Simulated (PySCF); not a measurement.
Ligand exchange on a metal centre used in film growth or etching (Zn F-H). Gas-phase values, no solvent.

The LUMO from two functionals at the same geometries (BP86-D3(BJ)/def2-SVP), both in PySCF: PBE-D3(BJ)/def2-TZVP and TPSSh-D3(BJ)/def2-TZVP. 

| species | PBE-D3(BJ)/def2-TZVP (eV) | TPSSh-D3(BJ)/def2-TZVP (eV) |
|---|---|---|
| 0 of 2 F replaced by H ([Zn(F)2]) | -2.99 | -2.39 |
| 1 of 2 F replaced by H | -1.43 | -0.89 |
| 2 of 2 F replaced by H ([Zn(H)2]) | -1.40 | -0.94 |

Over these rows, drawn at random from the members with no instability flagged (it was tested for open shells, ions and some series alone), PBE minus TPSSh-D3(BJ): mean -0.54 eV, from -0.60 eV to -0.46 eV.
